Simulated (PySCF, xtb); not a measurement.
H₅Si₂, SMILES [SiH2][SiH3] (connectivity only; charge and spin as stated), charge +1, multiplicity 1.

xtb 6.7.1 with GFN2-xTB at its own geometry gives an orbital gap of 2.78 eV.

Geometry optimised at r2SCAN-D4/def2-TZVP. The spin state was assumed, not searched. The isomer is the one that the SMILES or the coordinates give; other isomers of the formula were not compared.

**Question.** What does ωB97X/def2-TZVPD in PySCF give? (Estimate from the structure and the level; the computed values follow.)

**Answer.** gap 9.80 eV (levels -16.97 and -7.17 eV).
